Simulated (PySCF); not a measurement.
Al(Me)2(OSiOH3), C₂H₉AlO₄Si, SMILES [CH3][Al]([CH3])[O][Si](O)(O)O, singlet (GFN2-xTB optimised geometry):

```
17

Al     0.569    -0.783     0.000
C     -0.705    -2.320     0.001
H     -1.361    -2.293     0.876
H     -0.205    -3.290     0.001
H     -1.362    -2.293    -0.874
C      2.564    -0.783     0.000
H      2.962    -0.214    -0.846
H      2.992    -1.786    -0.051
H      2.963    -0.305     0.900
O     -0.146     0.735     0.000
Si    -0.870     2.198     0.016
O     -1.082     2.693     1.544
O     -2.312     2.109    -0.718
O      0.042     3.290    -0.759
H     -0.320     2.993     2.029
H     -2.992     1.582    -0.310
H      0.135     3.215    -1.704
```

Method: PBE0/def2-SVP (PySCF 2.14.0).

**Question.** What are the frontier orbital energies and the dipole moment?

**Answer.** HOMO-2 -8.63 eV, HOMO-1 -8.50 eV, HOMO -7.51 eV, LUMO -0.11 eV, LUMO+1 0.36 eV; dipole moment 1.95 D.

On the same geometry PBE/def2-SVP (PySCF) gives HOMO-2 -6.85 eV, HOMO-1 -6.68 eV, HOMO -6.11 eV, LUMO -0.88 eV, LUMO+1 -0.41 eV; dipole moment 1.75 D.

Meta-Löwdin charges at PBE0/def2-SVP: Al1 0.95, C2 -0.61, H3 0.12, H4 0.11, H5 0.12, C6 -0.61, H7 0.12, H8 0.11, H9 0.12, O10 -0.82, Si11 1.54, O12 -0.72, O13 -0.72, O14 -0.72, H15 0.34, H16 0.34, H17 0.34.
